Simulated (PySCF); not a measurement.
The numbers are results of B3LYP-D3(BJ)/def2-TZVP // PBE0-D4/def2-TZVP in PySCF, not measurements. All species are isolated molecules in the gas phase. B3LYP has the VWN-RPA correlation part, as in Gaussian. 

Reference species (SMILES): `[F][Ga][Cl]` (neutral, multiplicity 2).

The dipole moment is 2.10 D.

Changed species: `[F][Ga][F]` (radical fragment; the reference has radical fragment).

What does the change do to the dipole moment?

the dipole moment rises by 0.34 D, to 2.44 D.
